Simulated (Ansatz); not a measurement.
Reaction (ligand exchange at a B–N bond): `BN([SiH3])[SiH2]Cl` + `N[SiH]([SiH3])S` → `BN[SiH]([SiH3])S` + `[SiH3]N[SiH2]Cl`

Program: Ansatz. Geometries: PBE0-D4/def2-TZVP. ΔE: electronic, gas phase. CBS: MP2 limit from def2 TZ/QZ plus the TZ coupled-cluster correction, frozen cores. DFT in def2-TZVPP. B3LYP here is the variant with VWN-RPA as its local correlation; programs differ in this. Each species was taken in one conformer, which may not be the lowest.

```csv
level,ΔE (kJ/mol)
ωB97M-V,-25.2
B3LYP,-27.2
MP2/def2-QZVPP,-22.8
HF/CBS(def2),-24.1
```

Problem. What does CCSD(T)/CBS give? (Best estimate.)

Solution. The calculation gave: -23.4 kJ/mol. The listed levels differ from it by -1.8, -3.8, 0.6, -0.7 kJ/mol.

Largest T1 diagnostic among the species: 0.013.
